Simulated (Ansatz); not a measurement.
Reaction (substitution at a C–C bond): `C=CCCC(C)C` + `[OH][AlH2]` → `C=CC[O][AlH2]` + `CC(C)C`

Isolated molecules relaxed with PBE0-D4/def2-TZVP in Ansatz; ΔE leaves out vibrations. CCSD(T)/CBS adds triple-zeta CCSD(T) − MP2 to the extrapolated MP2 energy (def2 sets, frozen cores). This one scheme is used for every species. Functionals use def2-TZVPP. B3LYP here is the variant with VWN-RPA as its local correlation; programs differ in this. One conformer a species, not always the lowest.

Q: Is it downhill or uphill in electronic energy at CCSD(T)/CBS, and by how much? (Best estimate.)

A: The calculation gave: Uphill: ΔE = +52.3 kJ/mol.

Q: What do these levels give: PBE0-D4, B3LYP-D4, ωB97X-V, r2SCAN, HF/CBS(def2), CCSD/CBS(def2)? (Best estimate.)

A: Computed: PBE0-D4 46.3, B3LYP-D4 39.5, ωB97X-V 44.0, r2SCAN 42.9, HF/CBS(def2) 31.8, CCSD/CBS(def2) 50.8 kJ/mol.

Largest T1 diagnostic among the species: 0.013.

In def2-TZVPP, CCSD(T) changes the Hartree–Fock value by +17.5 kJ/mol (the triples alone add +1.5 kJ/mol) and MP2 by +24.5 kJ/mol. The D4 term adds +4.4 kJ/mol with B3LYP and +2.8 kJ/mol with PBE0; it sums over pairs of atoms, weighted by their polarisabilities, and B3LYP, whose exchange is more repulsive, gets the larger term.
